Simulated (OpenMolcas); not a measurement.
Ge³⁺: CASPT2 settings compared

```
Program             : OpenMolcas
Basis               : ANO-R1 [5s4p3d1f]
Scalar Hamiltonian  : X2C, finite nucleus
Active space        : 1 electron in 4 orbitals (4s 4p)
State averaging     : 2S+1 = 2 even, 1 root; 2S+1 = 2 odd, 3 roots
Spin-orbit coupling : state interaction with AMFI integrals over the reference wave functions, term energies averaged over their components
```

Methods on the same reference wave functions:
A. CASSCF
B. SS-CASPT2, IPEA 0.6 Eh, imaginary shift 0.25 Eh (closed shells correlated: 3d)
C. SS-CASPT2, IPEA 0.2 Eh, sigma1 regulariser 0.3 Eh (closed shells correlated: 3d)
D. XMS-CASPT2, IPEA 0.15 Eh, sigma2 regulariser 0.05 Eh (closed shells correlated: 3d)

Energies in cm-1 above 4s 2S 1/2, the measured ground level; measured values from Sugar and Musgrove, J. Phys. Chem. Ref. Data 22, 1213 (1993).

| Level | A | B | C | D | Measured |
| --- | --- | --- | --- | --- | --- |
| 4s 2S 1/2 | 0.0 | 0.0 | 0.0 | 0.0 | 0.0 |
| 4p 2P* 1/2 | 76469 | 76710 | 76695 | 76600 | 81311 |
| 4p 2P* 3/2 | 79154 | 79395 | 79380 | 79285 | 84102 |

Deviations, from unrounded energies. A percentage is the sum of absolute deviations over the sum of measured energies, with the sign that they share, or ± where signs differ.

```csv
Against measurement,Levels,A,B,C,D
mean absolute deviation (cm-1),2,4900,4700,4700,4800
other configurations (%),2,-5.9,-5.6,-5.6,-5.8
```

B, C, D lie about equally close to measurement and A furthest from it. The largest miss of B in the table is 4p 2P* 3/2, by -4700 cm-1. The ranking rests on the paired levels alone, and a cruder setting can come out closer through cancelling errors.

Among B to D the level of the table that moves most is 4p 2P* 1/2, by 110 cm-1 (lowest in D, highest in B).

The lowest spin-free term lies below A's lowest term by 0.349 hartree in B, 0.350 hartree in C, 0.350 hartree in D.

The basis is small and was not contracted for so high a charge. With one active electron the reference holds no correlation, so core polarisation is missing (holds for A). With one active electron, CASPT2 adds the correlation within the correlated inactive shells and between them and that electron, and leaves the splitting within a term as the reference gives it (holds for B; C; D). Measured partners are found by configuration, term and J. A level has none where our copy of the source lacks it or the pairing is in doubt (some pairs that miss far off the trend of their configuration count as doubtful), and it then counts in no deviation. Levels of configurations outside the active space are missing.

* marks odd parity.
